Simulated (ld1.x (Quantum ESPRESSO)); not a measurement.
## Which change was made? (Tb, TM)

```json
{"Element": "terbium", "Generator": "ld1.x (Quantum ESPRESSO) 7.5", "Type": "norm-conserving Troullier–Martins (Kleinman–Bylander form)", "Functional": "LDA (PZ)", "Relativity": "scalar-relativistic", "Frozen core": "[Xe] 4f8", "Valence charge": "3", "Reference configuration": "5d1 6s1.5 6p0 (charge +0.5)", "Partial waves": "6p (bound, empty): rc 3.60 bohr; 5d (bound): rc 2.65 bohr; 5f channel at 0.2 Ry: rc 3.20 bohr; 6s (bound): rc 3.15 bohr", "Local potential": "the s channel", "Core correction": "none"}
```

Cutoffs, loose and tight: the cutoffs (Ry, on a coarse ladder) from which the occupation-weighted sum of valence levels, in a spherical-Bessel basis at the reference potential, stays within 10 and 1 mRy of its value at 400 Ry. They do not see the model core or the augmentation charge, which bear on the density cutoff. Test errors are all-electron minus pseudo excitation energies from the reference, over the configurations 5d1 6s2 6p0; 5d1 6s1 6p0; 5d1 6s0 6p0; 5d1 6s1 6p1; 5d2 6s1 6p0; 5d0 6s2 6p0; 5d1 6s0 6p2 (two spin-polarised tests are not counted in the largest error); variants that change the core or the reference have their own tests.

The base gives: outcome: generated; cutoff, loose: 15 Ry; cutoff, tight: 18 Ry; bound ghosts: none; largest test error (meV): +176.

Task: After one change the result is: outcome: failed: run_pseudo: Errors in PS-KS equation. Which change was it?
A. reference 5d1.5 6s1.5 6p0
B. core [Kr] 4d10, valence charge 19; reference 4f9 5s2 5p6 5d0 6s0.5 6p0; waves now 5s (bound): rc 1.40 bohr; 5p (bound): rc 2.05 bohr; 4f (bound): rc 0.85 bohr; 5d (bound): rc 3.50 bohr; local potential the d channel; core correction a·sin(br)/r model core inside 0.40 bohr
C. wave 5d (bound): rc 2.65 bohr becomes 5d (bound): rc 3.32 bohr
D. core correction a·sin(br)/r model core inside 2.28 bohr

Result: B. The others give: reference 5d1.5 6s1.5 6p0 → outcome: generated; cutoff, loose: 15 Ry; cutoff, tight: 21 Ry; bound ghosts: none; largest test error (meV): +238 | wave 5d (bound): rc 2.65 bohr becomes 5d (bound): rc 3.32 bohr → outcome: generated; cutoff, loose: 12 Ry; cutoff, tight: 18 Ry; bound ghosts: none; largest test error (meV): +184 | core correction a·sin(br)/r model core inside 2.28 bohr → outcome: generated; cutoff, loose: 15 Ry; cutoff, tight: 18 Ry; bound ghosts: none; largest test error (meV): -81.
